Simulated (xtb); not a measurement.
BH₂O₃, SMILES [O-]B(O)O, charge -1. All values are semi-empirical tight-binding results from xtb (GFN2-xTB unless named), good for trends rather than for accurate numbers. Coordinates come from a GFN2-xTB optimisation. Other conformers were not sampled.

Computed properties:
* **point group as xtb finds it**: C2v
* **orbital gap**: 7.75 eV
* **zero-point energy**: 21.0 kcal/mol
* **G − E(el) at 298.15 K (modified RRHO)**: 4.8 kcal/mol
* **static polarisability (D4 model)**: 32.7 bohr³
* **solvation energy, GFN2-xTB/ALPB(water)**: -70.8 kcal/mol
* **solvation energy, GFN2-xTB/ALPB(benzene)**: -56.8 kcal/mol

Task: Give the IR lines (harmonic; lines under 4 % of the strongest left out, lines within 3 cm⁻¹ merged). (The exact figures need the calculation; the answer reports its results.)

Result: ν (cm⁻¹): 402 (m), 435 (w), 606 (m), 711 (w), 818 (s), 1033 (m), 1055 (w), 1556 (vs) (against the strongest line: vs over 80 %, s over 45 %, m over 15 %, w over 4 %, vw less)
